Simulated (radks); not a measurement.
Spherical quantum dot in the effective-mass picture: electrons in a hard-walled sphere of radius 3.16, with a point charge +1 (a donor) at the centre, all in effective atomic units (hartree* = m*/eps^2 hartree, bohr* = eps/m* bohr), one dielectric constant everywhere. Method: non-relativistic Kohn-Sham, LDA (Slater exchange, Perdew-Wang correlation), spin-polarised, spherical densities; computed with a radial shooting solver with Libxc functionals. Levels are named by radial order and angular momentum (1s, 1p, 1d, 2s, ...), and open shells are averaged over m.

N = 4, configuration 1s2 1p(up 2, down 0). This is the lowest configuration that the search found. Occupied and some empty levels:

| level | occupation | eigenvalue (hartree*) | <r> (bohr*) |
|---|---|---|---|
| 1s up | 1 | 1.3852 | 1.461 |
| 1s down | 1 | 1.4663 | 1.435 |
| 1p up | 2 | 1.9719 | 1.893 |
| 1p down | 0 | 2.0706 | 1.893 |
| 1d up | 0 | 2.6071 | 2.070 |
| 2s up | 0 | 2.6340 | 1.534 |
| 2s down | 0 | 2.6961 | 1.551 |
| 1d down | 0 | 2.7064 | 2.073 |
| 1f up | 0 | 3.3703 | 2.186 |
| 1f down | 0 | 3.4673 | 2.190 |

Energy (hartree*): total 2.96800, kinetic 3.1298, external -3.0126, Hartree 4.2649, exchange-correlation -1.4142.
